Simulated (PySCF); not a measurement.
# Spinor energies of In⁴¹⁺ (indium, charge +41)

Start: [He] 2s2 2p4; 2p1/2 filled at m_j = -1/2, +1/2; 2p3/2 filled at m_j = +1/2, +3/2. Calculated with PySCF 2.14 in an uncontracted even-tempered set (17 s from 20 bohr⁻², ratio 2.4; 12 p from 26 bohr⁻², ratio 2.4; 5 d from 93 bohr⁻², ratio 2.6; 4 f from 140 bohr⁻², ratio 2.6): generalised Hartree-Fock with the X2C-1e Hamiltonian and a Gaussian nucleus; one run each with spin-orbit coupling (SO) switched off, then screened by Boettger's factors.

| spinor shell | electrons | ε, spin-free (eV) | ε, screened SO (eV) | weight of nominal j (screened SO) | rms radius, screened SO (bohr) |
| --- | --- | --- | --- | --- | --- |
| 1s1/2 | 2 | -31143.6 | -31134.8 | 1.000 | 0.0339 |
| 2s1/2 | 2 | -6986.0 | -6983.4 | 1.000 | 0.134 |
| 2p1/2 | 2 | -6631.0 | -6776.0 | 0.996 | 0.115 |
| 2p3/2 | 2 | -6631.0 | -6558.7 | 0.998 | 0.120 |

```tsv
quantity	spin-free	screened SO
E (hartree)	-4050.35628	-4056.32155
M_J	2	2
⟨J²⟩	6.000	6.000
⟨L²⟩	2.000	3.141
⟨S²⟩	2.000	1.433
```

Each row is a mean over spinors that exchange with the open shell spreads, by up to 56.850 eV (2s1/2).

Breit and QED terms are absent; they matter most for the inner s and p1/2 levels.

Densities and radii are taken from the X2C orbitals without a picture-change correction, which distorts them close to the nucleus.

Without spin-orbit coupling the j labels of p, d and f shells carry no meaning; the spin-free column gives the mean over the occupied spinors of each nl shell.
